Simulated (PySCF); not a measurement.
# Electron correlation in B⁺ (boron, charge +1)

[He] 2s1 2p1, high-spin 3P determinant (an excited configuration). All numbers are calculated (PySCF 2.14, the non-relativistic Hamiltonian (point nucleus), in aug-cc-pwCVTZ (7s6p4d2f, 59 functions)). Frozen: nothing; 4 electrons correlated.

| level | correlation energy (mhartree) |
| --- | --- |
| CCSD | -48.44 |
| (T) | -0.06 |
| CCSD(T) | -48.50 |

Diagnostics: T1 = 0.0021, D1 = 0.0048, largest double amplitude 0.028.

Cost of the coupled-cluster step: roughly 4 core-seconds, for 4 correlated electrons.

Iterations:

```
CC2 = 0
CCSD nocc = (np.int64(3), np.int64(1)), nmo = (59, 59)
frozen orbitals [[], []]
max_cycle = 100
direct = 0
conv_tol = 1e-08
conv_tol_normt = 1e-06
diis_space = 8
diis_start_cycle = 0
Init t2, MP2 energy = -0.0434767285557507
Init E_corr(UCCSD) = -0.0434767285564548
cycle = 1  E_corr(UCCSD) = -0.0474566246673698  dE = -0.00397989611  norm(t1,t2) = 0.0143792
cycle = 2  E_corr(UCCSD) = -0.0481157979371516  dE = -0.00065917327  norm(t1,t2) = 0.00621241
cycle = 3  E_corr(UCCSD) = -0.0484659663451278  dE = -0.000350168408  norm(t1,t2) = 0.00293086
cycle = 4  E_corr(UCCSD) = -0.0484381901966184  dE = 2.77761485e-05  norm(t1,t2) = 0.000353736
cycle = 5  E_corr(UCCSD) = -0.0484456863310664  dE = -7.49613445e-06  norm(t1,t2) = 4.54915e-05
cycle = 6  E_corr(UCCSD) = -0.0484445631077593  dE = 1.12322331e-06  norm(t1,t2) = 8.6555e-06
cycle = 7  E_corr(UCCSD) = -0.0484447032805673  dE = -1.40172808e-07  norm(t1,t2) = 1.0594e-06
cycle = 8  E_corr(UCCSD) = -0.0484446956497997  dE = 7.63076761e-09  norm(t1,t2) = 1.30061e-07
UCCSD converged
E(UCCSD) = -24.16981651366382  E_corr = -0.04844469564979974
UCCSD(T) correction = -5.570857760073e-05
```
